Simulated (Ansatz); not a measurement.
# Cost against result

Saddle point of SiAsH7O, closed shell (SiAsH₅O ([O][SiH2][AsH3]) + H₂ → SiAsH₅O ([OH][SiH2][AsH2]) + H₂; bonds formed: H2–H6, O5–H8; bonds broken: H2–H8, H6–As7), PBE0-D4/def2-TZVP structure:

```
10
angstrom
Si -1.1974 0.5422 0.4958
H 2.0028 0.9652 0.1058
H -2.2393 0.8760 -0.5142
H -1.8308 -0.1947 1.6241
O -0.0626 1.5838 0.8009
H 1.4998 -0.0796 -0.3182
As 0.2280 -1.1007 -0.5928
H 1.1941 1.2909 0.4201
H 0.3919 -2.4584 0.0181
H 0.0134 -1.4246 -2.0394
```

Barriers are electronic and count from the start structure reached by relaxing down the imaginary mode.

Ansatz 0.2.0; basis: as named in each row; cores frozen in the correlated methods. Filled d shells of the heavier atoms are correlated. The def2 sets are not built for correlating such inner shells, so the correlated values are less sure here. B3LYP uses VWN-RPA correlation. Extrapolation: Hartree–Fock as exp(−7.88 √X), correlation as X^−2.97.

Times are rough, for one single point on 4 threads of a shared host (Arm Neoverse V1).

The estimate by CCSD(T) at an estimated basis limit (MP2 extrapolated from triple and quadruple zeta, plus CCSD(T) − MP2 in triple zeta) is 1.127 eV.

```tsv
method	basis	time (s)	barrier (eV)	method less estimate
HF	STO-3G	under 1	1.500	0.373
PBE-D4	STO-3G	under 1	0.575	-0.552
SPW92	def2-SVP	under 1	0.203	-0.924
PBE-D4	def2-SVP	under 1	0.649	-0.479
B3LYP-D4	6-31G	under 1	0.962	-0.165
PBE0-D4	def2-SVP	1	0.744	-0.383
SPW92	def2-TZVPP	1	0.282	-0.845
PBE-D4	def2-TZVPP	2	0.735	-0.392
BLYP-D4	def2-TZVPP	2	0.931	-0.196
BHLYP-D4	def2-TZVPP	2	1.125	-0.002
B3LYP-D4	def2-TZVPP	2	0.985	-0.142
PBE0-D4	def2-TZVPP	2	0.822	-0.305
CAM-B3LYP-D4	def2-TZVPP	3	1.010	-0.117
r2SCAN-D4	def2-TZVPP	3	0.833	-0.294
CCSD(T)	def2-SVP	4	1.246	0.119
r2SCAN0-D4	def2-TZVPP	4	0.898	-0.229
RPA on PBE	def2-TZVPP	4	1.237	0.110
B2PLYP	def2-TZVPP	4	1.119	-0.008
PBE-QIDH	def2-TZVPP	4	0.996	-0.131
wB97M-V	def2-SVP	4	0.969	-0.159
wB97X-V	def2-TZVPP	6	1.090	-0.037
wB97M-V	def2-TZVPP	7	1.116	-0.011
B97M-V	def2-TZVPP	8	0.989	-0.138
MP2	def2-QZVPP	17	1.122	-0.005
CCSD(T)	def2-TZVPP	85	1.167	0.040
```

All methods are single points on the PBE0-D4 structures.

The T1 diagnostic stays at or below 0.016.

Labels in which every atom is bracketed show which atoms are joined, not bond orders.
